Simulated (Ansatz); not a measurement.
In₃As₃. The state is a triplet with charge 0. Geometry PBE-D4/def2-SVP, that of the charge +1 doublet; atoms count from 1.

Cartesian coordinates in Å:
```
In -1.1905 0.8566 2.2852
In 1.1335 -1.3767 1.8759
In 0.8079 -0.3792 -2.9727
As -0.6804 -1.1043 -0.4653
As 1.1378 0.7467 -0.2078
As -1.2082 1.2569 -0.5154
```

In the def2 sets In takes a core potential; there is no spin–orbit coupling. At PBE0-D4/def2-TZVP a singlet of charge 0 lies 1.09 eV below the triplet at the same geometry. The structure comes from a short search, and lower isomers may exist.

Q: Estimate the Mulliken populations from the PBE0/def2-TZVP orbitals of Ansatz.

A: 
| atom | charge (e) | spin (α − β) |
| --- | --- | --- |
| In1 | 0.23 | 0.51 |
| In2 | 0.13 | 0.73 |
| In3 | 0.39 | 0.13 |
| As4 | -0.31 | 0.06 |
| As5 | -0.31 | 0.06 |
| As6 | -0.15 | 0.51 |
Mulliken values and Mayer orders depend strongly on the basis.

Q: Where does the spin sit?

A: Summed by element: In 1.37, As 0.63, of 2 unpaired in all. Largest on single atoms: In2 0.73, As6 0.51, In1 0.51.

Q: And the Mayer bond orders between bonded heavy atoms (over 0.3)?

A: In1–In2 0.58 (3.25 Å); In1–As6 0.41 (2.83 Å); In2–As4 0.40 (2.97 Å); In2–As5 0.39 (2.98 Å); In3–As4 0.43 (3.00 Å); In3–As5 0.43 (3.00 Å); As4–As5 0.91 (2.61 Å); As4–As6 1.11 (2.42 Å); As5–As6 1.11 (2.42 Å).
